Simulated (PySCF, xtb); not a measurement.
Zn(Me)2 (C₂H₆Zn), SMILES [CH3][Zn][CH3].

GFN2-xTB (xtb) at its own geometry gives an orbital gap of 4.69 eV and a dipole moment of 0.00 D.

Geometry optimised at r2SCAN-D4/def2-SVP. The geometry has at least one imaginary mode, so it is a saddle point at that level. The isomer is the one that the SMILES or the coordinates give; other isomers of the formula were not compared.

What does ωB97X/def2-TZVPD (PySCF) give? (An estimate is asked for; the answer gives what the named calculation found.)

gap 10.86 eV (levels -9.55 and 1.31 eV), dipole 0.00 D.
